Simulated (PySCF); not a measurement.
PySCF input:

```python
from pyscf import gto, scf, dft

mol = gto.M(
    atom='''
    C    -2.26044247   -0.24252192   -0.05340764
    C    -0.82067744    0.26253588   -0.14936143
    C     0.25189949   -0.73028271    0.27140453
    C     1.80661687   -0.21263278    0.18673843
    O     1.88073195    0.95322808   -0.21320112
    H    -2.41248798   -1.12662500   -0.68090014
    H    -2.99188114    0.51702024   -0.36955268
    H    -2.51031043   -0.53279875    0.97215867
    H    -0.70816362    1.17081772    0.45296133
    H    -0.61206232    0.58579998   -1.17528924
    H     0.11025669   -1.05757532    1.31186212
    H     0.21441439   -1.64505429   -0.33787460
    ''',
    basis='def2-tzvpd',
    charge=-1,
    spin=0,
    verbose=4,
)

mf = dft.RKS(mol, xc='m062x').density_fit(auxbasis='def2-universal-jkfit')
mf.grids.level = 4
mf.conv_tol = 1e-9
mf.max_cycle = 100
mf.max_memory = 1500
mf.kernel()
if not mf.converged:
    mf = mf.newton()
    mf.kernel(mf.make_rdm1())
mf.analyze()
```

**Question.** What final total energy does it print?

**Answer.** -231.79528 Eh (M06-2X/def2-TZVPD).

It need not be the lowest isomer of its formula. Whether it binds its extra electron was not tested at this geometry.
